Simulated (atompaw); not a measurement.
# Before and after: PAW (atompaw) potential for zirconium (Zr)

- Element: Zr (Z = 40)
- Generator: atompaw 4.2.0.5
- Type: PAW
- Functional: PBEsol
- Relativity: scalar-relativistic
- Frozen core: [Ar] 3d10 4s2
- Valence charge: 10
- Reference configuration: 4p6 4d2 5s1 5p0 (charge +1)
- Partial waves: 5s (bound): rc 3.00 bohr; 5s channel at 0.05 Ry: rc 3.00 bohr; 4p (bound): rc 1.50 bohr; 5p (bound, empty): rc 3.00 bohr; 4d (bound): rc 3.00 bohr; 4d channel at 1.3 Ry: rc 3.00 bohr
- Local potential: bessel scheme, radius 2.80 bohr
- Core correction: smooth core density matched at 2.85 bohr
- Augmentation charge: sinc compensation charge, radius 2.75 bohr; PAW radius 3.00 bohr; waves and projectors: custom polynom2 7 10 vanderbiltortho

All-electron outer shells of the reference configuration (PBEsol, scalar-relativistic, ld1.x):

```tsv
shell	level (eV)	outermost node (bohr)	outermost maximum (bohr)
4s	-61.15	0.55	1.08
4p	-39.12	0.56	1.17
4d	-10.00	0.58	1.59
5s	-9.98	1.46	3.00
5p	-6.25	1.68	3.71
```

Change: waves 5s (bound); 5s channel at 0.05 Ry; 4p (bound); 5p (bound); 4d (bound); 4d channel at 1.3 Ry; augmentation sinc compensation charge, radius 2.75 bohr; PAW radius 3.00 bohr; waves and projectors: bloechl.

Cutoffs: the cutoffs (Ry, on a coarse ladder) from which the occupation-weighted sum of valence levels, in a spherical-Bessel basis at the reference potential, stays within 10 and 1 mRy of its value at 400 Ry; they do not see the model core or the augmentation charge, which bear on the density cutoff.

Problem. What does the change do?

Solution. The potential gets softer (25 Ry and 50 Ry → 21 Ry and 25 Ry); a bound ghost appears in s, which as a rule spoils a file; the range in which the d phases agree widens (upper end 3.7 → at the end of the scan).

```csv
quantity,base,changed
"cutoff, loose",25 Ry,21 Ry
"cutoff, tight",50 Ry,25 Ry
loose cutoff by channel (10 mRy a level),"s 6 Ry, p 18 Ry, d 10 Ry","s 6 Ry, p 15 Ry, d 15 Ry"
bound ghosts,none,s
s: phases at 3.02 bohr within 0.05 rad from the reference energy up to (Ry; the scan ends near 5),2.0,3.0
p: phases at 3.02 bohr within 0.05 rad from the reference energy up to (Ry; the scan ends near 5),3.4,4.2
d: phases at 3.02 bohr within 0.05 rad from the reference energy up to (Ry; the scan ends near 5),3.7,to the end of the scan
lowest overlap eigenvalue by channel,"s 0.52, p 0.51, d 0.91","s 0.00, p 0.73, d 0.98"
```

 A true bound ghost makes a file unfit for plane-wave use even where its test errors are small: the radial tests pick states by their node count and pass the ghost by. The cutoffs see the waves, projectors and local potential, not the compensation charge or the core.
